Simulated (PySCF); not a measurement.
Zr(OH)2(H)2 (H₄O₂Zr), SMILES [OH][ZrH2][OH], multiplicity 1. Geometry: PBE-D3(BJ)/def2-TZVP. The multiplicity is an assumed one; no other spin state was optimised. The structure was generated by enumeration; whether it is a known compound was not checked. The def2 effective core potentials stand for the cores of Zr; spin–orbit coupling is left out. The values are those of a single conformer.

**Question.** Give the equilibrium geometry at PBE-D3(BJ)/def2-TZVP (PySCF confirms it by a frequency run) as bond lengths and angles, and its point group. (The exact figures need the calculation; the answer reports its results.)

**Answer.** One answer among several that fit: point group C2v.
Atoms: Zr1 O2 H3 O4 H5 H6 H7. Bonds (Å): Zr1–O2 1.917, Zr1–O4 1.917, Zr1–H6 1.874, Zr1–H7 1.874, O2–H3 0.964, O4–H5 0.964. Angles (°): O2–Zr1–O4 117.2, O2–Zr1–H6 107.0, O2–Zr1–H7 107.0, O4–Zr1–H6 107.0, O4–Zr1–H7 107.0, H6–Zr1–H7 111.7, Zr1–O2–H3 160.3, Zr1–O4–H5 160.3.
Charge 0, spin multiplicity 1.
